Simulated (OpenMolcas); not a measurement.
**Re4+: moving or changing the point charges**

Re4+ among 3 point charges of -1 e arranged as a planar triangle (D3h), 1.96 Å from the ion.

| Item | Value |
| --- | --- |
| Program | OpenMolcas 26.06 |
| Method | CASSCF |
| Basis | ANO-RCC-VDZP [7s6p4d2f1g] |
| Scalar Hamiltonian | DKH2, point nucleus |
| Active space | 3 electrons in 5 orbitals (5d) |
| State averaging | 2S+1 = 4 even, 10 roots; 2S+1 = 2 even, 40 roots |
| Spin-orbit coupling | RASSI with atomic mean-field integrals over the reference wave functions |

Runs around this geometry, states (labels of D3, the rotations of D3h). Energies in cm-1 above the lowest state or level, χT in cm3 K/mol.

| R (Å) | q (e) | Ground state | First state of that spin | First gap with spin-orbit (degeneracies) | χT at 300 K | First state of another spin |
| --- | --- | --- | --- | --- | --- | --- |
| 1.96 | -0.65 | 4A1 | 4A2 5.1 | 1709 (2, 2) | 0.082 | 2E 13206 |
| 1.77 | -1 | 4A2 | 4A1 3440 | 2253 (2, 2) | 0.136 | 2E 12867 |
| 1.96 | -1 | 4A2 | 4A1 906.2 | 2252 (2, 2) | 0.088 | 2E 12771 |
| 2.15 | -1 | 4A1 | 4A2 6.9 | 1969 (2, 2) | 0.081 | 2E 13189 |

The ground state changes within this set.

Without dynamic correlation the repulsion within the d shell is too large (B by tens of per cent), so at a given field states of lower spin stand too high. Spin-orbit coupling mixes the spin-free states strongly: the lowest level takes only 27 % from its leading state, 4A1 (figures for R = 1.96, q = -0.65; the like holds for R = 1.77, q = -1, R = 1.96, q = -1, R = 2.15, q = -1). The ground term spreads over less than 5000 cm-1, several times less than with real ligands, so orbital moments are less quenched and χT lies further from the spin-only value than at real sites (holds for R = 1.96, q = -0.65; R = 1.96, q = -1; R = 2.15, q = -1). Point charges carry no covalency, so the field is a model and not that of real ligands. No measured value stands beside these numbers.
